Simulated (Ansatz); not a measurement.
CH7BOSi can be A, `BC(O)[SiH3]`, or B, `B[SiH2]OC`.

Computed with Ansatz on PBE0-D4/def2-TZVP structures; ΔE is electronic, products minus reactants. CCSD(T)/CBS is the MP2 limit (def2-TZVPP, def2-QZVPP) plus CCSD(T) − MP2 in def2-TZVPP, frozen cores. DFT in def2-TZVPP. Each species was taken in one conformer, which may not be the lowest.

Q: Which is lower in electronic energy at CCSD(T)/CBS, and by how much? (Estimate.)

A: Ansatz gave: B, by 15.0 kcal/mol.

Q: Give E(B) − E(A) in kcal/mol with CCSD(T)/def2-TZVPP, ωB97M-V, B2PLYP, CCSD/def2-TZVPP, HF/def2-TZVPP, CCSD(T)/def2-SVP, PBE0-D4. (Best estimate.)

A: The calculation gave: CCSD(T)/def2-TZVPP -15.2, ωB97M-V -13.0, B2PLYP -15.8, CCSD/def2-TZVPP -16.7, HF/def2-TZVPP -23.4, CCSD(T)/def2-SVP -13.5, PBE0-D4 -12.3. None reverses the order clearly.

Q: Does the order hold for the free energy at 298.15 K (harmonic terms from PBE0-D4)? (Best estimate.)

A: The calculation gave: Yes: G(B) − G(A) = -14.6 kcal/mol, for one conformer each.

Largest T1 diagnostic: 0.013.

From r2SCAN to r2SCAN0 (25 % exact exchange), in def2-TZVPP and without D4, E(B) − E(A) moves by −1.1 kcal/mol. In def2-TZVPP, CCSD(T) changes the Hartree–Fock value by +8.2 kcal/mol (the triples alone add +1.5 kcal/mol) and MP2 by +8.9 kcal/mol.
